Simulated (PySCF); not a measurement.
# Radial density of Cs⁺ (caesium, charge +1)

UHF, [Xe], closed-shell 1S. All numbers are calculated (PySCF 2.14, scalar relativity by spin-free X2C-1e, in x2c-TZVPPall with one added diffuse shell each of s, p, d type (12s8p7d2f1g, 94 functions)).

```tsv
r (bohr)	4πr²ρ (e/bohr)
0.0291	64.21
0.0489	71.09
0.0823	93.49
0.138	68.15
0.233	79.68
0.392	34.13
0.659	31.55
1.11	11.65
1.86	5.488
3.14	1.039
5.27	0.01854
8.87	1.444e-05
```

Densities and radii are taken from the X2C orbitals without a picture-change correction, which distorts them close to the nucleus.

Spin-orbit coupling, which splits the p, d and f shells strongly at this Z, is absent.
